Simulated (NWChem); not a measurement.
System: CH7BN2O; SMILES CNB(N)O

NWChem printed, in part:

```
             Northwest Computational Chemistry Package (NWChem) 7.3.0
             --------------------------------------------------------

 C1  symmetry detected

                             Geometry "geometry" -> ""
                             -------------------------

 Output coordinates in angstroms (scale by  1.889725989 to convert to a.u.)

  No.       Tag          Charge          X              Y              Z
 ---- ---------------- ---------- -------------- -------------- --------------
    1 C                    6.0000    -0.01300652     1.99284265    -0.03611569
    2 N                    7.0000    -0.67644197     0.71134915     0.03048427
    3 B                    5.0000    -0.02113080    -0.56810223     0.01777312
    4 N                    7.0000     1.40279391    -0.67595879    -0.01379728
    5 O                    8.0000    -0.74699554    -1.75808380    -0.00944144
    6 H                    1.0000    -0.63690183     2.75401320    -0.55269667
    7 H                    1.0000     0.92206263     1.89764518    -0.62625852
    8 H                    1.0000     0.26626131     2.42054999     0.95886581
    9 H                    1.0000    -1.66367344     0.75834940     0.28317489
   10 H                    1.0000     1.84287306    -1.59348337    -0.04708582
   11 H                    1.0000     2.02599427     0.06624417     0.29390638
   12 H                    1.0000    -1.68142215    -1.60292550    -0.22335500

 Effective nuclear repulsion energy (a.u.)     172.9369281451

  pbe96 is a nonlocal functional; adding pw91lda local functional.

                                 NWChem DFT Module
                                 -----------------

 Summary of "ao basis" -> "ao basis" (spherical)
 ------------------------------------------------------------------------------
       Tag                 Description            Shells   Functions and Types
 ---------------- ------------------------------  ------  ---------------------
 C                           sto-3g                  3        5   2s1p
 N                           sto-3g                  3        5   2s1p
 B                           sto-3g                  3        5   2s1p
 O                           sto-3g                  3        5   2s1p
 H                           sto-3g                  1        1   1s

            General Information
            -------------------
          SCF calculation type: DFT
          Wavefunction type:  closed shell.
          No. of atoms     :    12
          No. of electrons :    40
           Alpha electrons :    20
            Beta electrons :    20
          Charge           :     0
          Spin multiplicity:     1
          Use of symmetry is: off; symmetry adaption is: off
          Maximum number of iterations: 150
          AO basis - number of functions:    32
                     number of shells:    22
          Convergence on energy requested:  1.00D-06
          Convergence on density requested:  1.00D-05
          Convergence on gradient requested:  5.00D-04

              XC Information
              --------------
          PerdewBurkeErnzerhof Exchange Functional  1.000
            Perdew 1991 LDA Correlation Functional  1.000 local
           PerdewBurkeErnz. Correlation Functional  1.000 non-local

             Grid Information
             ----------------
          Grid used for XC integration:  medium
          Radial quadrature: Mura-Knowles
          Angular quadrature: Lebedev.
          Tag              B.-S. Rad. Rad. Pts. Rad. Cut. Ang. Pts.
          ---              ---------- --------- --------- ---------
          C                   0.70       49          10.0       434
          N                   0.65       49          10.0       434
          B                   0.85       49           9.0       434
          O                   0.60       49          11.0       434
          H                   0.35       45          12.0       434
          Grid pruning is: on
          Number of quadrature shells:   560
          Spatial weights used:  Erf1

      Superposition of Atomic Density Guess
      -------------------------------------

 Sum of atomic energies:        -245.61231087

      Non-variational initial energy
      ------------------------------

 Total energy =    -246.657223
 1-e energy   =    -681.406242
 2-e energy   =     261.812091
 HOMO         =      -0.110271
 LUMO         =       0.374862

     ---------------------------------------------
      Total Density - Mulliken Population Analysis
     ---------------------------------------------

    Atom       Charge   Shell Charges
 -----------   ------   -------------------------------------------------------
    1 C    6     5.87   1.99  1.25  2.63
    2 N    7     7.67   2.00  1.54  4.13
    3 B    5     4.19   1.99  0.83  1.37
    4 N    7     7.77   2.00  1.56  4.22
    5 O    8     8.70   2.00  1.81  4.90
    6 H    1     0.98   0.98
    7 H    1     0.97   0.97
    8 H    1     0.99   0.99
    9 H    1     0.74   0.74
   10 H    1     0.74   0.74
   11 H    1     0.73   0.73
   12 H    1     0.64   0.64

   convergence    iter        energy       DeltaE   RMS-Dens  Diis-err
 ---------------- ----- ----------------- --------- --------- ---------
 d= 0,ls=0.0,diis     1   -248.2865216841 -4.21D+02  5.55D-02  7.13D-01
 d= 0,ls=0.0,diis     2   -248.1873407907  9.92D-02  3.64D-02  1.48D+00
 d= 0,ls=0.0,diis     3   -248.3918850431 -2.05D-01  1.10D-02  5.42D-02
 d= 0,ls=0.0,diis     4   -248.3978286591 -5.94D-03  3.96D-03  1.85D-02
 d= 0,ls=0.0,diis     5   -248.4005925259 -2.76D-03  4.14D-04  1.08D-04
  Resetting Diis
 d= 0,ls=0.0,diis     6   -248.4006129205 -2.04D-05  9.44D-05  5.99D-06
 d= 0,ls=0.0,diis     7   -248.4006139045 -9.84D-07  5.06D-05  5.33D-07
 d= 0,ls=0.0,diis     8   -248.4006138415  6.30D-08  3.11D-05  9.33D-07
 d= 0,ls=0.0,diis     9   -248.4006139872 -1.46D-07  4.35D-06  1.78D-08

         Total DFT energy =     -248.400613987180
      One electron energy =     -682.821186959615
           Coulomb energy =      295.886157416735
    Exchange-Corr. energy =      -34.402512589400
 Nuclear repulsion energy =      172.936928145100

 Numeric. integr. density =       39.999995050997

                       DFT Final Molecular Orbital Analysis
                       ------------------------------------

 Vector   18  Occ=2.000000D+00  E=-1.430303D-01
              MO Center= -6.1D-01, -1.6D+00, -1.3D-02, r^2= 1.4D+00
   Bfn.  Coefficient  Atom+Function         Bfn.  Coefficient  Atom+Function
  ----- ------------  ---------------      ----- ------------  ---------------
    24      0.746500   5 O  py               22     -0.461638   5 O  s
    23     -0.234890   5 O  px                9      0.199553   2 N  py
    32      0.194508  12 H  s                 7     -0.173491   2 N  s
    14     -0.153311   3 B  py                4     -0.128601   1 C  py
    20      0.128497   4 N  pz               12      0.121272   3 B  s

 Vector   19  Occ=2.000000D+00  E=-8.154562D-02
              MO Center=  1.0D-02, -1.1D+00, -2.5D-02, r^2= 2.3D+00
   Bfn.  Coefficient  Atom+Function         Bfn.  Coefficient  Atom+Function
  ----- ------------  ---------------      ----- ------------  ---------------
    25      0.733029   5 O  pz               20     -0.559082   4 N  pz
    10     -0.293586   2 N  pz               23     -0.134049   5 O  px
    17      0.118662   4 N  s                19      0.111379   4 N  py
    28      0.091726   8 H  s                 8     -0.071253   2 N  px
    26     -0.059985   6 H  s                24      0.057441   5 O  py

 Vector   20  Occ=2.000000D+00  E=-6.819255D-02
              MO Center=  9.5D-02,  2.9D-01, -4.3D-03, r^2= 2.4D+00
   Bfn.  Coefficient  Atom+Function         Bfn.  Coefficient  Atom+Function
  ----- ------------  ---------------      ----- ------------  ---------------
    10      0.751248   2 N  pz               20     -0.576656   4 N  pz
    28     -0.219922   8 H  s                 8      0.142269   2 N  px
    26      0.132749   6 H  s                25     -0.124626   5 O  pz
    19      0.100995   4 N  py               18      0.089341   4 N  px
    27      0.088322   7 H  s                 7     -0.080133   2 N  s

 Vector   21  Occ=0.000000D+00  E= 2.079317D-01
              MO Center=  1.6D-02, -4.9D-01,  1.3D-02, r^2= 1.8D+00
   Bfn.  Coefficient  Atom+Function         Bfn.  Coefficient  Atom+Function
  ----- ------------  ---------------      ----- ------------  ---------------
    15      0.911095   3 B  pz               20     -0.411050   4 N  pz
    25     -0.406248   5 O  pz               10     -0.374767   2 N  pz
    28      0.165622   8 H  s                17      0.142310   4 N  s
    31     -0.140517  11 H  s                 5     -0.126124   1 C  pz
     8     -0.115664   2 N  px               26     -0.112698   6 H  s

 Vector   22  Occ=0.000000D+00  E= 2.921126D-01
              MO Center= -5.9D-01, -7.5D-01, -2.4D-02, r^2= 3.6D+00
   Bfn.  Coefficient  Atom+Function         Bfn.  Coefficient  Atom+Function
  ----- ------------  ---------------      ----- ------------  ---------------
    32      0.790419  12 H  s                22     -0.663793   5 O  s
    17     -0.607763   4 N  s                 7     -0.528979   2 N  s
    12      0.487335   3 B  s                31      0.434923  11 H  s
    23      0.428775   5 O  px               29      0.326111   9 H  s
     4     -0.321616   1 C  py               24     -0.321041   5 O  py

[...]
```

Level: PBE/STO-3G. All runs use the structure optimised with PBE-D3(BJ)/def2-SVP.

Task: Write an input that gives this output.

Result: One answer among several that fit: the input that was run:
```
start job
memory heap 200 mb stack 900 mb global 1100 mb
geometry units angstroms noautoz
  C      0.016111     1.988489    -0.061092
  N     -0.673185     0.720315    -0.002667
  B     -0.041961    -0.570999     0.022917
  N      1.379921    -0.705341     0.042794
  O     -0.788637    -1.747715    -0.015694
  H     -0.574931     2.754437    -0.608335
  H      0.969304     1.868765    -0.616767
  H      0.268374     2.423445     0.937952
  H     -1.667597     0.788579     0.214525
  H      1.803596    -1.631128     0.035933
  H      2.005795     0.029107     0.363408
  H     -1.711930    -1.578139    -0.264210
end
basis spherical
  * library sto-3g
end
dft
  xc xpbe96 cpbe96
  iterations 150
  mulliken
end
task dft energy
```
